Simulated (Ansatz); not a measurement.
Reaction: H3GeOF (SMILES [OH][GeH2][F]) → H3GeO (SMILES [OH][GeH2], doublet) + F (doublet) (the F-Ge bond breaks)
Each species at its own B3LYP-D3(BJ)/def2-TZVP minimum (Ansatz, a first-principles code), one conformer.

Property: bond dissociation energy (electronic), in kJ/mol. Radicals and triplets start from unrestricted determinants; spin-orbit coupling is neglected. Correlated methods leave the cores frozen (noble-gas shells, and filled d and f shells in the p block). No relativity. CBS(X,Y): correlation extrapolated as X^-3, Hartree-Fock from the larger set. A bracket is a step between two methods taken in the basis named. Double hybrids freeze cores in their MP2 part.

CCSD(T)/CBS(cc-pVTZ,cc-pVQZ) + [CCSDT(Q) - CCSD(T)]/cc-pVDZ (Ansatz) gives 576.0 kJ/mol.

**Question.** What does PBE/def2-TZVPD (Ansatz) give here, and how do the other levels compare?

**Answer.** PBE gives 553.9 kJ/mol, 22.1 kJ/mol below it. Differences of the others: B3LYP/def2-TZVPD (Ansatz) -38.2; PBE0/def2-TZVPD (Ansatz) -38.1; B2PLYP/def2-TZVPD (Ansatz) -22.3; CCSD(T)/CBS(cc-pVTZ,cc-pVQZ) (Ansatz) -0.6 kJ/mol.
